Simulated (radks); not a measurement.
Values are calculated unless marked as measured or tabulated.
Q: Radial electron density D(r) = 4 pi r^2 rho(r) of an atom or ion with 35 electrons. Level of theory: scalar-relativistic Kohn-Sham, r2SCAN, spin-polarised, spherical densities, finite nucleus; meta-GGA in the generalised Kohn-Sham scheme; Fermi nuclear charge, rms radius of each element as measured or else 0.836 A^(1/3) + 0.57 fm (a radial shooting solver on a logarithmic mesh with Libxc functionals).

r (bohr)  D(r) (e/bohr)  spin D(r)
0.003682          4.540  0.0000162
0.004218          5.688  0.0000219
0.004833          7.087  0.0000299
0.005537          8.776  0.0000414
0.006343          10.79  0.0000583
0.007267          13.16  0.0000834
0.008326          15.89   0.000121
0.009539          19.00   0.000178
0.01093           22.43   0.000266
0.01252           26.12   0.000401
0.01434           29.94   0.000609
0.01643           33.72   0.000927
0.01868           37.02    0.00138
0.0214            40.00    0.00209
0.02452           42.17    0.00314
0.02809           43.31    0.00467
0.03218           43.28    0.00684
0.03687           42.14    0.00984
0.04224           40.18     0.0138
0.04839           37.95     0.0189
0.05544           36.18     0.0250
0.06352           35.62     0.0318
0.07277           36.82     0.0384
0.08338           39.86     0.0438
0.09552           44.15     0.0461
0.1086            48.25     0.0442
0.1244            51.19     0.0366
0.1425            51.33     0.0240
0.1633            48.12    0.00914
0.187             42.20   -0.00260
0.2143            35.42   -0.00451
0.2455            30.08    0.00876
0.2813            27.92     0.0372
0.3223            29.15     0.0741
0.3692            32.31      0.104
0.423             34.86      0.111
0.4846            34.70     0.0877
0.5552            31.14     0.0437
0.631             25.46    0.00405
0.723             18.60   -0.00764
0.8283            12.59     0.0356
0.949             8.408      0.140
1.087             6.139      0.288
1.246             5.212      0.442
1.427             4.860      0.554
1.635             4.504      0.598
1.873             3.899      0.566
2.146             3.074      0.471
2.459             2.188      0.346
2.817             1.401      0.224
3.201            0.8327      0.131
3.668            0.4272     0.0640
4.202            0.1928     0.0263
4.814           0.07578    0.00879
5.516           0.02560    0.00228
6.319          0.007304   0.000407
7.24           0.001726  0.0000274

What is the nuclear charge?

A: Z = 35. The innermost maximum, from 1s, lies near gamma/Z bohr with gamma = sqrt(1 - (Z/c)^2) = 0.967, here 0.0276 bohr (found: 0.0299), and its height grows with Z. The density is that of neutral bromine in [Ar] 3d10 4s2 4p5; the configuration itself is not fixed sharply by these data, and Z only to about a unit. D(r) has 3 maxima, at r = 0.0299, 0.134, 0.451 bohr, and minima at 0.0620, 0.286 bohr, inside which lie 2.06, 11.03 electrons.
